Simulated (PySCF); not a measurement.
EPR parameters of [C6H11FO]+

Species: C6H11FO (charge +1 and doublet state).
Z-matrix (Å and degrees, GFN2-xTB geometry), rows numbered from 1:
```
C 
C   1  1.4965
O   2  1.1976  1  122.74
C   2  1.5223  1  114.17  3  -177.26
C   4  1.5292  2  112.69  1  -165.46
C   5  1.5472  4  107.96  2  -171.38
C   5  1.5140  4  111.34  2   -51.10
F   7  1.3529  5  111.74  4   -55.31
H   1  1.0846  2  113.18  3  -161.30
H   1  1.0933  2  106.92  3    78.50
H   1  1.0899  2  109.27  3   -37.08
H   4  1.0975  2  105.26  1    74.27
H   4  1.0900  2  109.76  1   -41.47
H   5  1.0935  4  110.26  2    69.16
H   6  1.0870  5  110.99  4    64.53
H   6  1.0860  5  109.73  4   -56.20
H   6  1.0865  5  109.06  4  -175.57
H   7  1.0960  5  115.43  4  -179.95
H   7  1.1272  5  106.74  4    59.76
```

The hyperfine couplings belong to this conformer and change with its torsions.

Identity: `CC(=[O+])C[C@@H](C)CF` [radical] (charge +1).

The calculation used UKS B3LYP, pcH-1 on C F H O, non-relativistic, mean-field spin-orbit, GIAO (PySCF 2.14.0). Isolated species at its GFN2-xTB geometry (one conformer only). GFN2-xTB frequencies show an imaginary mode (62i cm⁻¹), so this geometry is no minimum at that level. A GFN2-xTB geometry isn't a minimum of the functional, and hyperfine couplings can be far from their values at a DFT geometry, by a factor of two or more for some ions and for spin on atoms past the first row. Stability of the SCF solution: not tested.

* g1, g2, g3: 2.00193, 2.00408, 2.01031
* g_iso: 2.00544
* Form of g: rhombic: the two nearest values differ by 26 % of g3 − g1
* ⟨S²⟩: 0.7546 (exact 0.7500)
* α and β electrons: 32, 31
* HOMO–LUMO gap, α and β orbitals: 6.33, 2.80 eV
* Basis functions: 310

Hyperfine couplings atom by atom, in 10⁻⁴ cm⁻¹; T1 to T3 are the principal values of the dipolar part; ρ(0) is the spin density at the nucleus (1 × 10⁻⁴ cm⁻¹ = 2.998 MHz):

| atom | isotope | a_iso | T1 | T2 | T3 | Mulliken spin population | ρ(0) (bohr⁻³) |
| --- | --- | --- | --- | --- | --- | --- | --- |
| C1 | 13C | 17.4 | -4.1 | -3.8 | 7.9 | 0.11 | 0.0463 |
| C2 | 13C | -15.4 | -4.9 | 1.0 | 4.0 | -0.04 | -0.0410 |
| O3 | 17O | -14.0 | -53.2 | 24.4 | 28.8 | 0.50 | 0.0695 |
| C4 | 13C | 2.9 | -4.6 | -4.2 | 8.8 | 0.11 | 0.0078 |
| C5 | 13C | -3.1 | -2.1 | -1.9 | 4.0 | 0.02 | -0.0083 |
| C6 | 13C | 7.5 | -2.2 | -2.1 | 4.3 | 0.06 | 0.0201 |
| C7 | 13C | 0.5 | -5.7 | -5.5 | 11.2 | 0.11 | 0.0013 |
| F8 | 19F | 14.4 | -43.4 | -42.4 | 85.7 | 0.06 | 0.0103 |
| H9 | 1H | 0.4 | -2.0 | -0.4 | 2.4 | 0.00 | 0.0003 |
| H10 | 1H | -1.2 | -1.9 | -0.3 | 2.2 | 0.00 | -0.0008 |
| H11 | 1H | -2.0 | -2.2 | -0.2 | 2.3 | 0.00 | -0.0014 |
| H12 | 1H | -0.7 | -1.6 | -0.5 | 2.2 | 0.00 | -0.0005 |
| H13 | 1H | -0.2 | -2.2 | -0.4 | 2.6 | 0.00 | -0.0001 |
| H14 | 1H | -0.5 | -1.1 | -0.2 | 1.3 | 0.00 | -0.0003 |
| H15 | 1H | -1.3 | -1.1 | -0.2 | 1.3 | 0.00 | -0.0009 |
| H16 | 1H | 1.5 | -1.2 | -0.1 | 1.3 | 0.00 | 0.0010 |
| H17 | 1H | 2.9 | -1.2 | 0.0 | 1.2 | 0.00 | 0.0019 |
| H18 | 1H | 19.2 | -2.6 | -1.4 | 4.0 | 0.02 | 0.0129 |
| H19 | 1H | 72.6 | -6.8 | -3.4 | 10.2 | 0.06 | 0.0487 |

The Mulliken spin populations are largest on O3 (+0.50), C7 (+0.11), C4 (+0.11) and C1 (+0.11). No atom but O3 exceeds +0.15.

The SMILES `CC(=[O+])C[C@@H](C)CF` draws the unpaired electron on O3, whose computed spin population is only +0.50.

Axes: g1 points within 10° of the C2–C4 bond and g3 points within 7° of the C7–F8 bond.

Under fast tumbling the dipolar parts average out, and these isotropic splittings remain (the largest six): 1 × 1H (H19, I = 1/2, 2 lines) with 7.76 mT, 1 × 1H (H18, I = 1/2, 2 lines) with 2.05 mT, 1 × 19F (F8, I = 1/2, 2 lines) with 1.54 mT, 3 × 1H (H15/H16/H17, I = 1/2, 4 lines) with 0.11 mT, 3 × 1H (H9/H10/H11, I = 1/2, 4 lines) with 0.10 mT and 1 × 1H (H12, I = 1/2, 2 lines) with 0.08 mT.

Means are taken over nuclei equivalent by connectivity, which assumes that they swap fast. The three 1H nuclei of mean +3.1 MHz run from -4.0 to 8.6 MHz in the frozen geometry. The three 1H nuclei of mean -2.9 MHz run from -6.1 to 1.1 MHz in the frozen geometry.

The 13C coupling of C1 (52.1 MHz) shows only in satellite lines or after enrichment, since that isotope makes up about 1.07 % of natural carbon.

The 17O coupling of O3 (-42.1 MHz) shows only in satellite lines or after enrichment, since that isotope makes up about 0.038 % of natural oxygen.

The spin density at the nucleus, in bohr⁻³, is negative for C2 (-0.0410) and C5 (-0.0083), for instance. A restricted open-shell determinant has no negative spin density anywhere; here it arises because α and β orbitals differ (spin polarisation).
